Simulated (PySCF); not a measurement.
C₂HCl₂, SMILES Cl[C]=CCl, multiplicity 2. Atoms are numbered in the order given.

```xyz
5

Cl    -0.3306     1.7953     0.0000
C      0.8867     0.6517     0.0000
C      0.9661    -0.6650     0.0000
Cl    -0.4365    -1.7206     0.0000
H      1.9239    -1.1895     0.0000
```
Charge 0, spin multiplicity 2.

Coordinates come from a B3LYP-D3(BJ)/def2-SVP optimisation. The isomer is the one that the SMILES or the coordinates give; other isomers of the formula were not compared.

Level of theory: PBE/pcH-1 (PySCF).

Unrestricted Kohn–Sham, ⟨S²⟩ = 0.757. Hyperfine tensors hold the contact and dipolar terms, without spin-orbit corrections.

Estimate the hyperfine couplings. (The exact figures need the calculation; the answer reports its results.)


| nucleus | A(iso) (MHz) | A(iso) (G) | dipolar principal values (MHz) |
|---|---|---|---|
| 35Cl no. 1 | 22.0 | 7.9 | -36.4, -27.8, 64.2 |
| 13C no. 2 | 440.9 | 157.3 | -69.1, -50.1, 119.2 |
| 13C no. 3 | 118.7 | 42.3 | -16.3, 1.1, 15.2 |
| 35Cl no. 4 | 16.2 | 5.8 | -21.9, -17.0, 38.9 |
| 1H no. 5 | 31.4 | 11.2 | -6.2, -4.3, 10.5 |

And the g tensor (effective nuclear charges for spin-orbit coupling, GIAO)? (An estimate is asked for; the answer gives what the named calculation found.)

principal values 2.0002, 2.0022, 2.0105; isotropic 2.0043.
